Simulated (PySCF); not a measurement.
A series of related compounds: [AlF6]3- (SMILES [F][Al-3]([F])([F])([F])([F])[F]); [Al(OH)6]3- ([OH][Al-3]([OH])([OH])([OH])([OH])[OH], [AlH$_{6}$O$_{6}$]3-); [AlCl6]3-, [AlCl$_{6}$]3-.

- coordinates at the PBE0-D3(BJ)/def2-SVP level
- σ from GIAO-B3LYP/pcSseg-1 (pcSseg-2 on Al)
- run in PySCF
- one computed conformer, non-relativistic, in vacuum, one averaged value for each set of equivalent atoms

Scale: [Al(H2O)6]3+ for 27Al (reference shieldings calculated alike).

Q: How does the 27Al shift change along the series?

A: 
```json
{"compound": "[AlF6]3-", "change": "base", "δ (ppm)": "1.3", "HOMO–LUMO gap (eV)": "7.39"}
{"compound": "[Al(OH)6]3-", "change": "ligand: F to OH", "δ (ppm)": "27.8", "HOMO–LUMO gap (eV)": "4.89"}
{"compound": "[AlCl6]3-", "change": "ligand: F to Cl", "δ (ppm)": "29.5", "HOMO–LUMO gap (eV)": "7.17"}
```
